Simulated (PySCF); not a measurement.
**Computed vibrations of [Gd(H2O)3]3+**

[Gd(H2O)3]3+ (singlet in the valence; each metal's 4f electrons, 7 of them, lie in its core potential, out of spins and levels). PySCF 2.14.0, RKS PBE0, Gd lcecp-1-SVP with ECP53, O def2-SVP, H def2-SVP; non-relativistic Hamiltonian with scalar-relativistic core potentials where named; density fitting; no spin-orbit coupling. Central differences of gradients.

```xyz
10

Gd    0.0000    0.0000    0.0000
O     2.2905    0.0000    0.0000
H     2.9079    0.0000    0.7709
H     2.9079    0.0000   -0.7709
O    -1.1452    1.9836    0.0000
H    -1.4539    2.5183    0.7709
H    -1.4539    2.5183   -0.7709
O    -1.1452   -1.9836    0.0000
H    -1.4539   -2.5183    0.7709
H    -1.4539   -2.5183   -0.7709
```

Run from Python with OMP_NUM_THREADS=2. Where DIIS fails, smearing, a level shift and second-order steps follow.
It took 3 min on 2 threads of Intel(R) Xeon(R) Processor @ 2.50GHz (Skylake/Cascade Lake) (shared host).

(1) What are the harmonic wavenumbers and infrared intensities?

(2) Is this a minimum?

An lcecp potential fixes the number of 4f electrons, so in runs with it no electron can move into or out of that shell.

## Answers

(1) Modes are labelled in D3h; negative numbers are unstable modes, those under 60 cm⁻¹ near the noise; a finer grid moves soft modes by up to 10 cm⁻¹.
```
cm⁻¹  km/mol  symmetry
-201       –      a1''
-180       –       e''
-180       –       e''
 -50       –      a2''
  52     5.1        e'
  52     5.1        e'
 400     0.0       a1'
 405    27.7        e'
 405    27.7        e'
 626     0.0       e''
 626     0.0       e''
 643   276.6      a2''
 644     0.0       a2'
 673   582.3        e'
 673   582.3        e'
1675   212.7        e'
1675   212.7        e'
1678     0.0       a1'
3575   852.5        e'
3575   852.5        e'
3594     0.0       a1'
3609     0.0       e''
3609     0.0       e''
3611  1313.8      a2''
```

(2) No: 4 unstable; the lowest moves the atoms so:
```
Gd   0.00  0.00  0.00
O    0.00  0.00  0.00
H    0.00  0.41  0.00
H    0.00 -0.41  0.00
O    0.00  0.00  0.00
H   -0.35 -0.20  0.00
H    0.35  0.20  0.00
O    0.00  0.00  0.00
H    0.35 -0.20  0.00
H   -0.35  0.20  0.00
```
